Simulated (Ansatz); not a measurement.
Worked example: C2H3Br + AuF → C2H3F + AuBr

Species: C2H3Br (vinyl bromide) `C=CBr`, singlet; AuF, singlet; C2H3F `C=CF`, singlet; AuBr (bromogold), singlet. The partners trade Br for F: C–Br and Au–F bonds give way to C–F and Au–Br.

Shapes, held fixed at every level: PBE0-D4/def2-TZVP. Programs: Ansatz 0.2.0. The zero-point and thermal change to 298 K, harmonic and unscaled (PBE0-D4/def2-TZVP), is +3.4 kJ/mol.

At CCSD(T)/def2-TZVPP; 1 Eh = 2625.50 kJ/mol:

| species | energy (Eh) |
| --- | --- |
| C2H3Br | -2650.549247 |
| AuF | -235.081290 |
| C2H3F | -177.576825 |
| AuBr | -2708.112665 |

**Question.** Work out ΔH(298 K) of the reaction at this level.

**Answer.** 
1. Products less reactants: (-177.576825) + (-2708.112665) − [(-2650.549247) + (-235.081290)] = -0.058953 Eh = -154.8 kJ/mol.
2. With the thermal change: -154.8 + (+3.4) = -151.4 kJ/mol.

Other levels give -187.0 (HF/def2-SVP) to -155.9 kJ/mol (CCSD/def2-TZVPP). No measured value is set beside it here. T1 is large for AuF (0.030), AuBr (0.022), so single-reference values are less sure there. For atoms past krypton def2 sets carry core potentials with scalar relativity. Relativity is left out for Br. Outer-core shells of Au, Br are correlated in most correlated rows, in sets that cover them unevenly. CCSD(T)/def2-TZVPP lies outside the range of all other levels here, so it shouldn't be taken on trust. The median of the other levels is -165.4 kJ/mol.
